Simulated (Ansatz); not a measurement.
`C[N][GeH3]` radical. Charge 0, multiplicity 2. The geometry is a stationary point of PBE0-D4/def2-TZVP.

```xyz
9

C    -0.597   -0.627    1.120
N    -0.910    0.245    0.037
Ge    0.495    0.686   -1.104
H    -1.397   -0.625    1.868
H     0.363   -0.418    1.616
H    -0.519   -1.660    0.740
H     1.856    0.626   -0.376
H     0.228    2.099   -1.637
H     0.482   -0.326   -2.264
```

Q: What is the dipole moment at PBE/def2-TZVPP? (Estimate.)

A: Computed: 1.39 D, with components (1.04, -0.78, 0.49) D in this frame, pointing from negative to positive charge.

Q: And with r2SCAN, B3LYP, ωB97M-V? (Best estimate.)

A: The calculation gave: r2SCAN 1.39 D, B3LYP 1.42 D, ωB97M-V 1.45 D.

Q: Give the Mulliken charges with PBE, r2SCAN, B3LYP in def2-TZVPP. (Estimate.)

A: The calculation gave: 
```tsv
atom	PBE	r2SCAN	B3LYP
C1	-0.17	-0.03	-0.17
N2	-0.28	-0.35	-0.32
Ge3	0.20	0.26	0.24
H4	0.10	0.06	0.11
H5	0.09	0.06	0.09
H6	0.11	0.08	0.11
H7	-0.03	-0.04	-0.03
H8	-0.01	-0.01	-0.01
H9	-0.01	-0.02	-0.01
```

B3LYP here is the variant with VWN-RPA as its local correlation; programs differ in this.
